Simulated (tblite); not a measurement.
C7H10FNSi.
Geometry (GFN2-xTB, Å), atoms numbered from 1 in this order:
```xyz
20
C7H10FNSi angstrom
C     -2.1158   -0.2157   -0.6899
C     -0.8967    0.5722   -0.2168
C     -0.8925    0.7147    1.3014
C      0.3751   -0.1089   -0.7122
F      0.4077    0.0183   -2.1053
Si     0.9251   -1.8947   -0.1328
C      2.2730   -0.6784    0.4052
C      1.6766    0.4096   -0.1172
C      2.0933    1.7473   -0.1395
N      2.4046    2.8525   -0.1533
H     -2.0988   -0.3256   -1.7716
H     -2.1195   -1.2079   -0.2413
H     -3.0321    0.2979   -0.4092
H     -0.9280    1.5736   -0.6657
H     -0.0572    1.3259    1.6363
H     -0.8217   -0.2609    1.7788
H     -1.8128    1.1920    1.6287
H      0.1477   -2.5344    0.9234
H      1.2494   -2.7739   -1.2469
H      3.2176   -0.6930    0.9249
```

Method: GFN2-xTB as coded in tblite; computed harmonic values from a numerical Hessian at the method's own geometry, unscaled. The method is semi-empirical: single wavenumbers can be off by several per cent or more. Modes of hydrogen on silicon can be 10 to 20 % off. One conformer, not necessarily the lowest.

Harmonic wavenumbers (cm⁻¹): 66.3, 80.5, 109.1, 139.3, 173.9, 204.5, 224.0, 239.8, 269.7, 323.0, 374.6, 388.3, 435.1, 450.8, 467.8, 513.1, 520.9, 607.8, 624.6, 649.9, 753.1, 774.4, 804.8, 835.4, 930.1, 950.0, 977.2, 1008.2, 1026.2, 1105.7, 1153.5, 1168.8, 1200.1, 1224.7, 1308.5, 1314.8, 1407.8, 1420.9, 1488.1, 1494.4, 1498.9, 1505.5, 1593.3, 2296.4, 2335.4, 2351.3, 2916.4, 3018.4, 3025.7, 3032.8, 3037.9, 3044.4, 3045.5, 3086.4.

A = 1386, B = 1049, C = 836.2 MHz; mass 155.057 u (most abundant isotopes); point group C1, symmetry number 1.

Task: Zero-point energy?

Result: Half the sum of the wavenumbers: 32499 cm⁻¹ = 388.77 kJ/mol.

Task: Entropy at 350 K, 1 bar (ideal gas, RRHO, classical rotation)?

Result: Translation 175.09, rotation 127.35, vibration 169.26: S = 471.7 J/(mol K).

Task: And Cp and H(350 K) − H(0)?

Result: Cp = 213.28 J/(mol K), of which vibrations give 180.02 (their classical limit is 54 R = 449.0); H(350 K) − H(0) = 43.95 kJ/mol without the zero-point energy, 32.31 from vibrations.

Task: Which modes carry the vibrational entropy at 350 K?

Result: 66.3 cm⁻¹: 19.15; 80.5 cm⁻¹: 17.55; 109.1 cm⁻¹: 15.05; 139.3 cm⁻¹: 13.06; 173.9 cm⁻¹: 11.28; 204.5 cm⁻¹: 10.00 J/(mol K); the other 48 give 83.17 together.

Task: How do the functions run with temperature in this model?

Result: 
```tsv
T (K)	S (J/(mol K))	Cp (J/(mol K))	H − H(0) (kJ/mol)	G − H(0) (kJ/mol)	ln q(vib)
150	336.4	115.7	10.64	-39.82	2.94
250	407.9	167.5	24.85	-77.12	6.07
298.15	439.4	190.4	33.48	-97.52	7.61
400	501.5	233.6	55.13	-145.48	10.83
600	609.2	297.8	108.68	-256.85	16.96
900	742.6	359.0	207.97	-460.35	25.37
```

q(vib) and H(0) count from the zero-point level.

Hindered rotation and anharmonicity are outside this model. Other conformers, if any are populated, would add a mixing term that is left out. The structure is chiral; the term R ln 2 for an equal mix with its mirror image is left out.
